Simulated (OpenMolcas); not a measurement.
## S+: Slater's ratio, thermal populations, worked from levels

* Program: OpenMolcas
* Basis: ANO-RCC-VTZP [5s4p2d1f]
* Scalar Hamiltonian: DKH2, point nucleus
* Active space: 5 electrons in 4 orbitals (3s 3p)
* State averaging: 2S+1 = 4 odd, 1 root; 2S+1 = 2 odd, 8 roots; 2S+1 = 4 even, 3 roots; 2S+1 = 2 even, 9 roots
* Spin-orbit coupling: state interaction with AMFI integrals over the reference wave functions, term energies averaged over their components

Methods: CASSCF; SS-CASPT2, IPEA 0.25 Eh, imaginary shift 0.1 Eh (closed shells correlated: 2s 2p). Measured levels: NIST Handbook of Basic Atomic Spectroscopic Data.

**Slater's ratio.** With one set of orbitals, p3 has ²D° - ⁴S° = 9 F2 and ²P° - ²D° = 6 F2 (F2 = F²/25), a ratio of 2/3. Term energies are centres of gravity, weighted by 2J + 1.

```json
{"Source": "CASSCF", "²D° - ⁴S°": "19219", "²P° - ⁴S°": "26258", "F2 from the first": "2135", "Ratio": "0.366"}
{"Source": "SS-CASPT2", "²D° - ⁴S°": "15671", "²P° - ⁴S°": "25137", "F2 from the first": "1741", "Ratio": "0.604"}
{"Source": "measured", "²D° - ⁴S°": "14872", "²P° - ⁴S°": "24556", "F2 from the first": "1652", "Ratio": "0.651"}
```

Energies in cm-1. A ratio away from 2/3 shows effects beyond one configuration with one set of orbitals, and in heavier atoms second-order spin-orbit shifts. In CASSCF the valence s occupation is 1.95 in ²P° against 2.00 in ²D°: mixing out of s² acts most on ²P° and pulls it down.

**Thermal populations.** Z = Σ (2J + 1) exp(-E/kT) with k = 0.695035 cm-1/K, over the levels below. No other level of either list lies under 90000 cm-1, which is above 7 kT at each temperature.

| Level | 2J + 1 | SS-CASPT2 | measured |
| --- | --- | --- | --- |
| 3s² 3p³ ⁴S°_3/2 | 4 | 0.0 | 0.0 |
| 3s² 3p³ ²D°_3/2 | 4 | 15660 | 14853 |
| 3s² 3p³ ²D°_5/2 | 6 | 15680 | 14885 |
| 3s² 3p³ ²P°_1/2 | 2 | 25130 | 24525 |
| 3s² 3p³ ²P°_3/2 | 4 | 25140 | 24572 |
| 3s 3p⁴ ⁴P_5/2 | 6 | 83020 | 79395 |
| 3s 3p⁴ ⁴P_3/2 | 4 | 83390 | 79757 |
| 3s 3p⁴ ⁴P_1/2 | 2 | 83600 | 79963 |

| T (K) | Z, SS-CASPT2 | Z, measured levels | Ground level (%), SS-CASPT2 | Ground level (%), measured levels |
| --- | --- | --- | --- | --- |
| 8000 | 4.662 | 4.762 | 85.8 | 84.0 |
| 12000 | 5.823 | 5.998 | 68.7 | 66.7 |

At 12000 K, kT = 8340 cm-1, and the computed levels give Z = 4.000 + 0.612 + 0.916 + 0.098 + 0.196 + 0.000 + 0.000 + 0.000 = 5.823.

Term energies are means over components that CASPT2 splits; among the terms shown or strongly mixed into the levels shown the widest spread is 240 cm-1 (3s² 3p³ ²D°, SS-CASPT2). Over all roots computed the reference weight is 0.88 to 0.96 in SS-CASPT2; the roots of lowest weight are the least certain, and an intruder state may touch them. Terms of s pⁿ other than that of highest spin mix with s² pⁿ⁻² d, which this space lacks; all of them can be thousands of cm-1 off, and some have no real level of that name. Without dynamic correlation excited terms often stand tens of per cent too high (terms of higher spin than the ground term too low), and those without a measured partner can miss by more than the paired ones (holds for CASSCF). Computed and measured levels are paired by configuration, term and J; levels that our copy of the source lacks, or whose pairing is in doubt (as where it misses far off the trend of its configuration), stay unpaired and out of the deviations. Only configurations of the active space appear.

° marks odd parity.
